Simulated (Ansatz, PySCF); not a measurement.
Complex: HCl (SMILES Cl) (first 2 atoms) with SiH4 (SMILES [SiH4]); geometry from B3LYP-D3(BJ)/def2-TZVP, rigid monomers moved along the line of their centres of mass till Cl1···Si3 is 5.28 Å.
(charge 0, multiplicity 1):
```json
[
 {"atom": "Cl", "x (Å)": "0.6255", "y (Å)": "1.1381", "z (Å)": "-0.2247"},
 {"atom": "H", "x (Å)": "1.1186", "y (Å)": "-0.0336", "z (Å)": "-0.0576"},
 {"atom": "Si", "x (Å)": "-0.5055", "y (Å)": "-0.5579", "z (Å)": "4.6482"},
 {"atom": "H", "x (Å)": "-0.6423", "y (Å)": "0.9117", "z (Å)": "4.7287"},
 {"atom": "H", "x (Å)": "-1.4866", "y (Å)": "-1.1053", "z (Å)": "3.6854"},
 {"atom": "H", "x (Å)": "-0.7432", "y (Å)": "-1.1542", "z (Å)": "5.9830"},
 {"atom": "H", "x (Å)": "0.8630", "y (Å)": "-0.9075", "z (Å)": "4.2016"}
]
```

Counterpoise-corrected where a basis set is named; no monomer relaxation.

Frozen-core correlation. CBS: X⁻³ extrapolation of the correlation energy, Hartree–Fock from the larger set.

Run with Ansatz (a quantum-chemistry and plane-wave program) with Gaussian orbitals; PySCF for the dispersion terms. Each number belongs to the level named beside it.

PBE/def2-TZVPPD gives -0.12 kcal/mol for the interaction energy.

**Question.** Predict the shift from PBE, with its sign, for: PBE-D3(BJ)/def2-TZVPPD, r2SCAN/def2-TZVPPD, B3LYP/def2-TZVPPD, wB97M-V/def2-TZVPPD, MP2/CBS(aug-cc-pV(D+d)Z, aug-cc-pV(T+d)Z), CCSD(T)/CBS(aug-cc-pV(D+d)Z, aug-cc-pV(T+d)Z).

**Answer.** PBE-D3(BJ)/def2-TZVPPD -0.18; r2SCAN/def2-TZVPPD 0.01; B3LYP/def2-TZVPPD 0.16; wB97M-V/def2-TZVPPD -0.10; MP2/CBS(aug-cc-pV(D+d)Z, aug-cc-pV(T+d)Z) -0.10; CCSD(T)/CBS(aug-cc-pV(D+d)Z, aug-cc-pV(T+d)Z) -0.10 kcal/mol. 2 of 6 lie above PBE; the widest gap is to PBE-D3(BJ)/def2-TZVPPD.
